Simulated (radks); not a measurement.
The numbers below are computed, except where a source is named.
Species: Zr2.3+. Configuration: [Ne] 3s1.7 3p6 3d10 4s2 4p6 4d2 (fractional occupations, a model configuration). Code: a radial shooting solver on a logarithmic mesh with Libxc functionals. Model: Dirac Kohn-Sham, PBE, spin-unpolarised, spherical densities, finite nucleus; open shells fill j = l - 1/2 first; Fermi nuclear charge, rms radius 4.2694 fm.

Spin-orbit splittings of the eigenvalues, e(l+1/2) - e(l-1/2), with zeta = 2 splitting/(2l+1) and mean radii in bohr:

shell  occ.  splitting (eV)  zeta (eV)  <r> j=l-1/2  <r> j=l+1/2
2p        6               ?          ?       0.1386       0.1430
3p        6           13.76      9.173       0.4536       0.4639
3d       10           2.524      1.009       0.4478       0.4513
4p        6           1.853      1.235        1.322        1.351
4d        2          0.1749    0.06996        1.898        1.912

Estimate the 2p splitting.

Answer. 85.89 eV (zeta = 57.26 eV).
